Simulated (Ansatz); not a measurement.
C₄H₁₄BN, SMILES `C[NH2+][B-](C)(C)C`, charge 0, multiplicity 1.

Problem. Give a relaxed structure at PBE0-D4/def2-TZVP (Ansatz 0.2.0). (Estimate.)

Solution. The calculation gave: 
Cartesian coordinates in Å:
```
C 0.705 1.346 -1.553
N 0.453 -0.043 -1.150
B -0.170 -0.303 0.378
C -0.302 -1.916 0.444
C -1.601 0.448 0.423
C 0.917 0.284 1.422
H -0.231 1.899 -1.503
H 1.109 1.403 -2.565
H 1.409 1.791 -0.853
H -0.194 -0.481 -1.800
H 1.314 -0.580 -1.201
H -0.706 -2.221 1.414
H 0.659 -2.439 0.339
H -0.982 -2.332 -0.313
H -1.541 1.543 0.389
H -2.288 0.133 -0.376
H -2.107 0.206 1.364
H 1.020 1.375 1.405
H 0.613 0.027 2.442
H 1.923 -0.142 1.294
```
Point group Cs.
This is one stationary point; other conformers may exist.
